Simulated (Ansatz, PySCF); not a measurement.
CHF$_{2}$O$_{3}$S, doublet, geometry from GFN2-xTB. Base run: PySCF with CCSD(T)/STO-3G.

Input for PySCF:
```python
from pyscf import gto, scf, cc

mol = gto.M(
    atom='''
O    -1.362072    0.106505   -1.230126
S    -0.704177    0.048730    0.028551
O    -1.323893   -0.531401    1.158800
O    -0.195396    1.517993    0.396410
C     0.930695   -0.748215   -0.201787
F     1.603263   -0.748251    0.937058
F     1.615192   -0.044202   -1.101255
H    -0.232540    2.096911   -0.368992
''',
    basis='sto-3g',
    charge=0,
    spin=1,
    verbose=4,
)

mf = scf.UHF(mol)
mf.kernel()

mycc = cc.CCSD(mf)
mycc.kernel()
et = mycc.ccsd_t()
print('E(CCSD(T)) = %.10f' % (mycc.e_tot + et))
```

The same geometry, method and basis name were run in Ansatz (an electronic-structure program) and PySCF, at each program's defaults and at the settings that a row names. The base is PySCF at its defaults. Differences at the defaults can come from grids, fitting, cores and function types together.

```json
[
 {"code and settings": "PySCF, defaults (exact integrals, spherical functions, all electrons correlated)", "ΔE vs base (µEh)": "0.0", "basis functions": "40", "E (Eh)": "-848.55644", "SCF cycles": "17", "SCF-reference dipole (D)": "2.58"},
 {"code and settings": "Ansatz, defaults (factorised integrals, spherical functions, frozen core)", "ΔE vs base (µEh)": "1804", "basis functions": "40", "E (Eh)": "-848.55464", "SCF cycles": "-", "SCF-reference dipole (D)": "-"},
 {"code and settings": "PySCF, frozen core", "ΔE vs base (µEh)": "1781", "basis functions": "40", "E (Eh)": "-848.55466", "SCF cycles": "17", "SCF-reference dipole (D)": "2.58"},
 {"code and settings": "Ansatz, high accuracy, frozen core", "ΔE vs base (µEh)": "1781", "basis functions": "40", "E (Eh)": "-848.55466", "SCF cycles": "-", "SCF-reference dipole (D)": "-"}
]
```

Open shells are given as the SCF converged; they aren't shown to be the lowest states, and a large step between rows can be another state.
